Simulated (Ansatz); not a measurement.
```yaml
crystal:
  periodic: [false, false, false]
  atoms:
    - {symbol: N, position_ang: [-0.858634, 1.141572, 0.844076]}
    - {symbol: Nb, position_ang: [-0.182948, 0.282343, -0.498303]}
    - {symbol: N, position_ang: [0.824329, -1.136288, 0.365515]}
    - {symbol: Cl, position_ang: [-1.869310, -0.602669, -1.805585]}
    - {symbol: Cl, position_ang: [1.228726, 1.663392, -1.696575]}
    - {symbol: H, position_ang: [-1.306305, 1.720218, 1.539979]}
    - {symbol: H, position_ang: [0.909387, -1.300341, 1.356610]}
    - {symbol: H, position_ang: [1.346856, -1.825227, -0.161617]}
basis:
  gaussian: {orbitals: def2-SVPD, final_grid: {core_spheres: 8, valence_spheres: 7, degree: 23}}
hamiltonian: {xc: {name: PBE-QIDH}}
scf: {lower_state_search: off}
output: {forces: true}
```

```sh
$ ansatz run in.yaml --threads 4 --pin off --events-out ev --progress --plain --max-ram 10444MiB
```

Shortened log:

```
Functional definition: PBE-QIDH
1442 factors; integrals over basis functions are off by at most 1.2e-3 eV
mean field evaluation 1: about -29579.7571 eV, gradient 6.6e1 eV
mean field evaluation 2: about -29579.9182 eV, gradient 6.6e1 eV
mean field evaluation 4: about -29588.3920 eV, gradient 1.4e1 eV
mean field evaluation 8: about -29588.8783 eV, gradient 1.5e0 eV
mean field evaluation 16: about -29588.8834 eV, gradient 9.9e-4 eV
mean field -29588.88342886 eV, -1087.3714099451 hartree, gradient 5.9e-6 eV, S^2 0.000000; 0 other end points of the search recorded, 0 dependent functions left out
12 core orbitals not correlated: weight in the atoms' cores, before any rotation towards them, 1.000 or more for the frozen orbitals, at most 0.000 for the correlated occupied ones
reference -29588.88344626 eV, -1087.3714105847 hartree; 20, 20 occupied and 120, 120 virtual orbitals, 1442 factors
second order -31.97541200 eV of doubles, -0.00000000 eV of singles
Total energy: -29599.54191693 eV, -1087.7631021570 hartree
Atom 0 at    -0.858634     1.141572     0.844076 Å, force    -0.067094     0.082641     0.188044 eV/Å
Atom 1 at    -0.182948     0.282343    -0.498303 Å, force     0.207974    -0.274630    -0.204140 eV/Å
Atom 2 at     0.824329    -1.136288     0.365515 Å, force    -0.073844     0.100053     0.017467 eV/Å
Atom 3 at    -1.869310    -0.602669    -1.805585 Å, force    -0.183599    -0.072606    -0.081913 eV/Å
Atom 4 at     1.228726     1.663392    -1.696575 Å, force     0.128433     0.155628    -0.071053 eV/Å
Atom 5 at    -1.306305     1.720218     1.539979 Å, force    -0.045551     0.057713     0.093716 eV/Å
Atom 6 at     0.909387    -1.300341     1.356610 Å, force     0.006675    -0.014618     0.115997 eV/Å
Atom 7 at     1.346856    -1.825227    -0.161617 Å, force     0.027006    -0.034181    -0.058117 eV/Å
Dipole moment:     0.176558    -0.271407     0.625389 e Å
Checks for a lower state left out: starts, cluster_reference, orbital_swaps, neighbouring_geometries, increment
```

Run time 5.5 s (4 threads of an Arm Neoverse V2 on a shared host); peak host memory 0.57 GiB.
